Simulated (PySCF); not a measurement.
Some computed properties have been withheld. Give your best values.

Species: C2H7FOSi2.
SMILES: `C=C[Si@@H](F)O[SiH3]`

Conformer (atom-mapped SMILES and torsion angles): `[CH2:1]=[CH:2][Si@@H:3]([F:4])[O:5][SiH3:6]`: C1–C2–Si3–F4 -126°, C2–Si3–O5–Si6 -30°.

```tsv
property	level	value
point group of the GFN2-xTB geometry	GFN2-xTB	?
rotational constants A, B, C of the GFN2-xTB geometry	GFN2-xTB	?
dipole moment	CAM-B3LYP/def2-SVPD	?
HOMO energy	CAM-B3LYP/def2-SVPD	?
LUMO energy	CAM-B3LYP/def2-SVPD	?
lowest singlet excitation	TDDFT CAM-B3LYP/def2-SVPD	?
strongest line among the 8 lowest singlet transitions	TDDFT CAM-B3LYP/def2-SVPD	S2 at 7.34 eV (169 nm, f = 0.314)
lowest triplet excitation (Tamm–Dancoff)	TDA CAM-B3LYP/def2-SVPD	4.33 eV
static isotropic polarisability	CAM-B3LYP/def2-SVPD	74.7 au
electronic spatial extent ⟨r²⟩ about the centre of nuclear charge	CAM-B3LYP/def2-SVPD	?
```

The electronic properties come from PySCF, for the isolated species, density fitting.

Question: The point group of the GFN2-xTB geometry?

Answer: C1.

Question: The electronic spatial extent ⟨r²⟩ about the centre of nuclear charge?

Answer: 1031 bohr².

Question: The HOMO energy?

Answer: -9.81 eV.

Question: The LUMO energy?

Answer: 0.30 eV.

Question: The rotational constants A, B, C of the GFN2-xTB geometry?

Answer: 2.836, 1.666, 1.156 GHz.

Question: Give the lowest singlet excitation.

Answer: 6.59 eV (188 nm, f = 0.007).

Question: What is the dipole moment?

Answer: 2.14 D.

The vertical singlet–triplet gap S1 − T1 is 2.26 eV (TDDFT singlet less Tamm–Dancoff triplet; S1: HOMO−1→LUMO, weight 0.75; T1: HOMO→LUMO, weight 0.88). No computed singlet falls in the visible range (750 to 380 nm, 1.65 to 3.26 eV); S1 lies 3.33 eV above its blue end. The principal polarisabilities are 62.3, 78.7 and 83.0 au; their mean is the isotropic value. In wavenumbers S1 is 53200 cm⁻¹ (1 eV = 8065.54 cm⁻¹). The polarisability is 11.07 Å³ as a volume (1 au = 0.148185 Å³), or 1.17 au for each of the 64 electrons. The rotational constants make it an asymmetric top with κ = (2B − A − C)/(A − C) = -0.39, nearer the prolate limit (−1).

One conformer stands for the species.
